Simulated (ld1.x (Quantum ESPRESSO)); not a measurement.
Values are calculated unless marked as measured or tabulated.
# Potentials for oxygen (O) compared

Generated with ld1.x 7.5 (TM, RRKJ, ultrasoft, PAW), atompaw 4.2 or ONCVPSP 4.0.1. The cutoff is in Ry: for ld1.x and atompaw files where the sum of valence levels is converged to 10 mRy in a Bessel basis, for ONCV files where the hardest occupied wave has 1 mHa per electron of residual kinetic energy. The error is the largest all-electron minus pseudo excitation energy over each file’s own four to seven test configurations (ionisations up to +4, promotions, holes and added fractions of an electron), all of which were solved. The labels leave out finer settings (local radius, basis sizes, second energies), which also bear on the numbers. Spin-polarised tests are not counted. The rows are a selection from randomly drawn settings: files with unsolved tests, undetermined cutoffs or missed reference levels are left out.

```tsv
potential	cutoff (Ry)	largest error (meV)	bound ghosts
TM semilocal, PBE, scalar-relativistic, rc 0.95/1.80 (sp), local p, core correction yes, reference 2s2 2p2	80	+811	none
TM, BLYP, scalar-relativistic, rc 0.85/1.45/1.20 (spd), local d, core correction yes, reference 2s2 2p3	80	+1663	none
RRKJ, PBE, scalar-relativistic, rc 0.70/1.50/1.55 (spd), local d, core correction no, reference 2s2 2p4	90	+2822	none
ultrasoft, PBEsol, scalar-relativistic, rc 0.90/1.40/1.20 (spd), local smoothed, core correction yes, reference 2s2 2p4	35	-354	none
```

Problem. Fill in the row for O: RRKJ, LDA (PZ), non-relativistic, rc 0.70/1.55/1.25 (spd), local s, core correction yes, reference 2s1.75 2p4.25.

Solution. cutoff 80 Ry, largest error +3526 meV, bound ghosts: none.

Problem. Fill in the row for O: TM, LDA (PZ), scalar-relativistic, rc 0.60/0.95 (sp), local smoothed, core correction yes, reference 2s2 2p4.

Solution. cutoff 200 Ry, largest error +334 meV, bound ghosts: none.

Problem. Fill in the row for O: TM, PBE, scalar-relativistic, rc 0.75/1.15/1.10 (spd), local smoothed, core correction no, reference 2s2 2p3.5.

Solution. cutoff 100 Ry, largest error +1020 meV, bound ghosts: none.
